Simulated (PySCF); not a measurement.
Cartesian coordinates in Å; atom numbers follow the order of the lines, from 1:
```xyz
13

C     2.100    0.845    1.021
C     1.968    0.077   -0.067
Si    0.344   -0.373   -0.856
C    -1.204   -0.433    0.176
C    -1.098    0.799   -0.739
H     3.081    1.084    1.446
H     1.236    1.274    1.541
H     2.881   -0.317   -0.532
H     0.457   -1.264   -2.038
H    -1.117   -0.256    1.255
H    -1.988   -1.160   -0.066
H    -1.817    0.868   -1.563
H    -0.931    1.764   -0.247
```

Level of theory: shielding tensors at PBE/pcSseg-2 (GIAO), geometry: PBE0-D3(BJ)/def2-SVP, in PySCF 2.14 (one computed conformer, relativity neglected, fast rotation and ring inversion assumed for equivalent nuclei, isolated molecule).

Referencing at the same level of theory: TMS for 13C, 1H, 29Si.

```
  atoms  nucleus  count  δ (ppm)
  C4/C5      13C      2      0.4
     H7       1H      1        ?
    Si3     29Si      1        ?
     C2      13C      1    143.9
     H6       1H      1     6.12
H10/H13       1H      2     0.73
     H9       1H      1     3.18
     H8       1H      1     6.63
     C1      13C      1        ?
H11/H12       1H      2     0.80
```

Fill in the missing shifts.

## Answers


- C1: 140.2 ppm, terminal =CH2 carbon; the olefinic region
- H7: 5.86 ppm, hydrogen on a terminal =CH2 carbon; attached to an sp2 carbon and in the plane of the double bond
- Si3: -131.6 ppm, silicon bonded to 3 C, H, in a 3-membered ring

Shifts are as computed, not scaled to solution data. Of 1309 compounds with measured shifts, 239 miss one by over three times the rms of a fit or turn the order of signals round; such compounds aren't used in these exercises.
